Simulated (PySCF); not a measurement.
H6GaNO2, singlet (PBE0/def2-SVP optimised geometry):

```
10

Ga    -0.708    -0.977     0.000
H     -1.509    -1.575    -1.212
O      1.112    -0.977     0.000
H      1.509    -1.567    -0.646
O     -1.404    -1.006     1.685
H     -0.980    -1.635     2.274
N     -0.913     1.110     0.000
H     -1.504     1.575    -0.686
H      0.033     1.489    -0.051
H     -1.282     1.270     0.940
```

Method: PySCF 2.14.0 with PBE0/def2-TZVP.

Q: What are the frontier orbital energies and the dipole moment?

A: HOMO-2 -8.29 eV, HOMO-1 -7.67 eV, HOMO -7.42 eV, LUMO 0.25 eV, LUMO+1 0.90 eV; dipole moment 3.34 D.

On the same geometry PySCF 2.14.0 with PBE/def2-TZVP gives HOMO-2 -6.68 eV, HOMO-1 -6.00 eV, HOMO -5.82 eV, LUMO -0.60 eV, LUMO+1 0.08 eV; dipole moment 3.29 D.

Meta-Löwdin charges at PBE0/def2-TZVP: Ga1 0.73, H2 -0.12, O3 -0.78, H4 0.33, O5 -0.79, H6 0.33, N7 -0.49, H8 0.26, H9 0.27, H10 0.27.
